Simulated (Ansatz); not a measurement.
System: sum formula H9Si3NO, net charge 0, singlet state. 
Structure (B3LYP-D3(BJ)/def2-TZVP (Ansatz, a quantum-chemistry and plane-wave program) minimum search):
```xyz
14

Si    -0.0666     0.1478    -0.9932
N     -1.4849     0.6675    -0.1787
Si    -2.6356    -0.2945     0.6896
O      1.2075    -0.0172     0.0208
Si     2.8036    -0.1336     0.3476
H     -0.3411    -1.1708    -1.5974
H      0.2827     1.1633    -2.0112
H     -1.5911     1.6697    -0.0922
H     -4.0198    -0.0034     0.2440
H     -2.3065    -1.7098     0.4143
H     -2.5799    -0.0547     2.1528
H      3.0111     0.1214     1.7896
H      3.5634     0.8641    -0.4430
H      3.2963    -1.4897     0.0120
```
Charge 0, spin multiplicity 1.

Basis-set convergence of Hartree-Fock and MP2 correlation energies (hartree) with Ansatz. Cores are frozen in the correlated levels unless marked. Spin-orbit coupling is left out. No relativistic terms.

| basis | functions | E(HF) | E(corr, MP2) |
|---|---|---|---|
| cc-pV(D+d)Z | 142 | -1001.50794 | -0.65361 |
| cc-pV(T+d)Z | 303 | -1001.60976 | -0.82124 |
| cc-pV(Q+d)Z | 572 | -1001.63291 | -0.88300 |

Extrapolating the two largest sets (X = 3 and 4) as X^-3: E(corr) = (64·(-0.88300) - 27·(-0.82124))/37 = -0.9281 Eh, an estimate of the basis-set limit. The largest set recovers 95.1 % of it, the smallest 70.4 %.
